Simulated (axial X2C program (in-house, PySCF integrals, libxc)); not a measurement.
**Working with the constants of CdH⁺**

A bond curve at the CCSD(T) level, two-component, was computed with an in-house all-electron X2C program for linear molecules (integrals from PySCF) (basis Cd dyall-cv3z [12s12p8d5f3g], H dyall-v3z [6s2p1d] (cores contracted in-house)) for the state Ω = 0 (closed shell). Its fit gives Re = 1.6724 Å, ωe = 1772.1 cm⁻¹, ωexe = 38.3 cm⁻¹ and αe = 1.820e-01 cm⁻¹; the masses are 113.9034 and 1.0078 u. Two-component means X2C with spin–orbit coupling and atomic mean-field Coulomb and Gaunt terms.

Correlated methods: 12 electrons correlated (number of frozen shells: Cd 4 s, 3 p, 1 d; H none), 208 virtual spin orbitals or spinors in MP2, 90 natural virtuals in coupled cluster.

(1) Find the reduced mass, Be and the force constant.

(2) Estimate De from a Morse curve and compare with the computed well depth of 2.118 eV to Cd+ + H.

(3) A Morse curve ties αe to the other constants (Pekeris). How well does that hold?

(4) Estimate the centrifugal constant by the Kratzer relation.

(5) Give B0, the J = 1←0 line in GHz and the most populated J at 300 K (kT = 208.5 cm⁻¹).

One determinant describes the state; a PBE0 search over occupations chose it and may have missed a lower one. De is counted from the lowest determinant-based energies of the atoms at the same level, without counterpoise correction. CCSD and (T) use frozen natural virtuals with an MP2 correction for the truncation; (T) itself is uncorrected, so its De runs slightly low.

Answers

(1) From the CCSD(T) values: μ = 0.9990 u. Be = 16.8576/(μ Re²) = 6.033 cm⁻¹. k = 5.8918×10⁻⁷ μ ωe² = 1.85 mdyn/Å.

(2) De(Morse) = ωe²/(4ωexe) = 2.541 eV against 2.118 eV computed, a ratio of 1.20. The extrapolation overshoots: the well softens faster than a Morse curve, or the lowest atomic limit lies below the one to which the curve heads.

(3) αe(Morse) = 6Be²/ωe × (√(ωexe/Be) − 1) = 1.873e-01 cm⁻¹; the CCSD(T) curve gives 1.820e-01 cm⁻¹, a ratio of 1.03.

(4) D = 4Be³/ωe² = 2.80e-04 cm⁻¹.

(5) B0 = Be − αe/2 = 5.942 cm⁻¹; 2B0 = 356.3 GHz; J(max) ≈ √(kT/2B0) − 1/2 = 3.7, so J = 4.
